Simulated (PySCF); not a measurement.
C₂H₇GaO. Atoms are numbered in the order given.

```xyz
11

Ga    -0.3612    -0.3881     0.0000
H     -1.9040    -0.1256     0.0000
C      0.6725    -2.0393     0.0000
H      0.4386    -2.6494     0.8871
H      0.4386    -2.6494    -0.8871
H      1.7481    -1.8098     0.0000
O      0.6533     1.0871     0.0000
C      0.1764     2.4053     0.0000
H      0.5438     2.9493    -0.8905
H      0.5438     2.9493     0.8905
H     -0.9308     2.4749     0.0000
```

Coordinates come from a r2SCAN-D4/def2-SVP optimisation. The structure was generated by enumeration; whether it is a known compound was not checked. Other conformers were not sampled.

These are PBE/def2-TZVP (PySCF) values and carry that method's errors.

ESP charges are fitted to the potential on shells at 1.4 to 2.0 van der Waals radii. Atomic charges (e):

```json
[
 {"atom": "Ga1", "ESP fit": "0.84", "IAO": "0.77", "Mulliken": "0.36", "Löwdin": "0.25"},
 {"atom": "H2", "ESP fit": "-0.24", "IAO": "-0.14", "Mulliken": "-0.09", "Löwdin": "-0.09"},
 {"atom": "C3", "ESP fit": "-0.89", "IAO": "-0.74", "Mulliken": "-0.50", "Löwdin": "-0.51"},
 {"atom": "H4", "ESP fit": "0.20", "IAO": "0.16", "Mulliken": "0.14", "Löwdin": "0.14"},
 {"atom": "H5", "ESP fit": "0.20", "IAO": "0.16", "Mulliken": "0.14", "Löwdin": "0.14"},
 {"atom": "H6", "ESP fit": "0.22", "IAO": "0.17", "Mulliken": "0.15", "Löwdin": "0.14"},
 {"atom": "O7", "ESP fit": "-0.42", "IAO": "-0.56", "Mulliken": "-0.32", "Löwdin": "0.03"},
 {"atom": "C8", "ESP fit": "-0.18", "IAO": "-0.20", "Mulliken": "-0.20", "Löwdin": "-0.40"},
 {"atom": "H9", "ESP fit": "0.10", "IAO": "0.14", "Mulliken": "0.11", "Löwdin": "0.10"},
 {"atom": "H10", "ESP fit": "0.10", "IAO": "0.14", "Mulliken": "0.11", "Löwdin": "0.10"},
 {"atom": "H11", "ESP fit": "0.06", "IAO": "0.11", "Mulliken": "0.10", "Löwdin": "0.10"}
]
```
